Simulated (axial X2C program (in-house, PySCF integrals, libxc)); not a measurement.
NaBr⁻: cheaper levels and CCSD(T), with spin–orbit coupling

Calculated with an in-house relativistic program for diatomic molecules. Two-component (2c) means X2C with spin–orbit coupling and atomic mean-field two-electron Coulomb and Gaunt terms. Basis: Br dyall-acv3z [9s10p7d5f1g], Na dyall-av3z [10s9p5d2f] (cores contracted in-house); Gaussian nuclei, density fitting, unrestricted open shells. Masses: Br 78.918 u, Na 22.990 u.

State: Ω = 1/2 (⟨Sz⟩ = 0.50, ⟨Lz⟩ = 0.00 at HF); fragments Br- + Na.

| level | Re (Å) | ωe (cm⁻¹) | De (eV) |
| --- | --- | --- | --- |
| PBE0 | 2.661 | 213.6 | 1.14 |
| HF | 2.694 | 210.4 | 1.11 |
| MP2 | 2.698 | 208.8 | 1.15 |
| CCSD | 2.693 | 210.1 | 1.16 |
| PBEsol | 2.649 | 214.3 | 1.17 |

Correlated methods: 9 electrons correlated (number of frozen shells: Br 3 s, 2 p, 1 d; Na 2 s, 1 p), 283 virtual spin orbitals or spinors in MP2, 90 natural virtuals in coupled cluster.

CCSD(T), same Hamiltonian and basis:

Re = 2.697 Å, ωe = 209.1 cm⁻¹, De = 1.16 eV; T1 = 0.007 (Lee–Taylor normalisation).

Problem. Give the differences from CCSD(T) in the columns below.

Solution. 

| level | ΔRe (Å) | Δωe (cm⁻¹) | ΔDe (eV) |
| --- | --- | --- | --- |
| PBE0 | -0.036 | 4.5 | -0.02 |
| HF | -0.003 | 1.3 | -0.05 |
| MP2 | 0.001 | -0.3 | -0.01 |
| CCSD | -0.004 | 1.0 | 0.00 |
| PBEsol | -0.048 | 5.2 | 0.01 |

One determinant describes the state; a PBE0 search over occupations chose it and may have missed a lower one. Dissociation energies refer to the lowest single-determinant-based atoms at the same level and basis. Density functionals use the spin component along the axis (collinear). CCSD and (T) use frozen natural virtuals with an MP2 correction for the truncation; (T) itself is uncorrected, so its De runs slightly low. The highest occupied level of some functionals is positive through self-interaction error; at Hartree–Fock it is bound. With the outer-core shells frozen, correlated bond lengths of heavy atoms tend to come out a few hundredths of an ångström too long. Hartree–Fock gets electron affinities wrong, so its lowest charge split need not be the true one.
